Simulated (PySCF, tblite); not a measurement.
A database entry of computed molecular properties. Lists by class give the value and the number of equivalent atoms.

```json
{
 "formula": "C7H8S",
 "smiles": "C#CC1=C[S+]C[C@@H]1C",
 "inchi": "InChI=1S/C7H8S/c1-3-7-5-8-4-6(7)2/h1,5-6H,4H2,2H3/q+1/t6-/m0/s1",
 "charge": 1,
 "multiplicity": 2,
 "geometry_level": "GFN2-xTB",
 "electronic_structure_code": "PySCF",
 "results": {
  "GFN2-xTB geometry": {
   "point_group": "C1",
   "rotational_constants_GHz": [2.967, 1.372, 1.0]
  },
  "GFN2-xTB harmonic vibrations, gas phase": {
   "strongest_ir_bands_cm-1_km_per_mol_modes": [
    [674.8, 21.5, 1],
    [722.9, 25.7, 1],
    [783.5, 22.2, 1],
    [1398.2, 50.1, 1],
    [2184.8, 229.8, 1],
    [3353.3, 107.2, 1]
   ],
   "zpe_kcal_per_mol": 77.4
  },
  "UKS B3LYP, pcH-1 on C H S, non-relativistic, mean-field spin-orbit, GIAO": {
   "g_iso": 2.00861,
   "g_tensor": [2.00214, 2.01007, 2.01362],
   "s2": 0.762,
   "a_iso_by_class_MHz": [
    ["1H", 52.6, 1],
    ["1H", 49.3, 1],
    ["1H", 40.8, 1],
    ["13C", -29.9, 1],
    ["1H", -23.4, 1]
   ]
  }
 }
}
```

The zero-point energy, half the sum of the 42 harmonic wavenumbers, equals 27050 cm⁻¹ or 324 kJ/mol. ⟨S²⟩ is 0.012 above the pure-spin value S(S + 1) = 0.75. g_iso is shifted by about +6290 ppm from the free-electron value 2.002319; the principal values span 0.0115. The rotational constants make it an asymmetric top with κ = (2B − A − C)/(A − C) = -0.62, nearer the prolate limit (−1). With B = h/(8π²I), that is 505.379 GHz u Å² over I, the principal moments of inertia are 170.3, 368.2 and 505.5 u Å² (most abundant isotopes).

Geometry: GFN2-xTB; no solvent or vibrations. In GFN2-xTB open shells enter through the occupations alone, without spin polarisation, so single modes can be far off. Hyperfine couplings depend on the geometry, which wasn't re-optimised at a DFT level. The unpaired spin is shared among atoms: the largest Mulliken spin population is 0.44. Couplings of like nuclei are plain means over topologically equivalent atoms, as if these changed places fast (by rotation of a methyl-like group, say); in this geometry the members of some sets differ.
